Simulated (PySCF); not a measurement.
Task: Give a PBE0-D3(BJ)/def2-SVP geometry of InChI=1S/C6H6Se/c7-6-4-2-1-3-5-6/h1-5,7H/p-1. (Charge -1.)

Result: 
Z-matrix in Å and degrees, rows numbered from 1:
```
Se
C   1  1.8738
C   2  1.4184  1  122.25
C   3  1.3911  2  122.23  1   180.00
C   4  1.3990  3  121.06  2    -0.01
C   5  1.3991  4  117.92  3     0.01
C   6  1.3912  5  121.09  4    -0.01
H   3  1.0937  2  117.60  1     0.00
H   4  1.0963  3  119.21  2  -180.00
H   5  1.0939  4  121.04  3   180.00
H   6  1.0963  5  119.71  4   179.99
H   7  1.0937  2  117.64  1     0.01
```

The 6 C–C bonds span 1.391 Å (C3–C4, aromatic) to 1.418 Å (C2–C7, aromatic), a spread of 0.027 Å. C4 (aromatic CH carbon) is planar (angles 121.1°, 119.7° and 119.2°, sum 360.0°, 0.00 Å off the plane of its three neighbours). C5 (aromatic CH carbon) is planar (angles 121.0°, 121.0° and 117.9°, sum 360.0°, 0.00 Å off the plane of its three neighbours). C3 (aromatic CH carbon) is planar (angles 122.2°, 120.2° and 117.6°, sum 360.0°, 0.00 Å off the plane of its three neighbours).

Theory: PySCF, PBE0-D3(BJ)/def2-SVP geometry optimisation, gas phase.

Point group: C2v (every atom within 0.08 Å of its image). Stationary, but not proved a minimum. The geometry's basis has no diffuse functions, a weakness for an anion.
